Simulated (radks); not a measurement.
Ionisation of neutral cadmium, [Kr] 4d10 5s2, to [Kr] 4d10 5s1 as the strength of local exchange is varied. Method: Dirac Kohn-Sham, Slater X-alpha exchange (alpha = 2/3 is LDA exchange), no correlation, spin-unpolarised, spherical densities, finite nucleus; Fermi nuclear charge, rms radius 4.6087 fm; computed with a radial shooting solver on a logarithmic mesh with Libxc functionals.

alpha  E(Cd) (hartree)  exchange (hartree)  IE (eV)  -e of the level emptied (eV)  <r> of it (bohr)
0.589      -5569.44026          -127.65597    7.983                 4.428 (5s1/2)             2.996
0.627      -5577.68230          -136.09553    8.257                 4.673 (5s1/2)             2.963
0.667      -5586.37147          -145.00579    8.550                 4.935 (5s1/2)             2.930
0.767      -5608.15415          -167.40026    9.300                 5.615 (5s1/2)             2.849
0.942      -5646.47888          -206.99787   10.675                 6.882 (5s1/2)             2.723
0.997      -5658.57760          -219.54960   11.123                 7.299 (5s1/2)             2.686

NIST Atomic Spectra Database: 8.994 eV (measured). The Delta-SCF value meets it near alpha = 0.73. Spin polarisation and multiplet splitting are left out, so open shells lie too high by an amount that depends on their filling.

Beside tabulated values, note that spin-unpolarised runs miss the spin-polarisation part of the exchange energy of open shells.
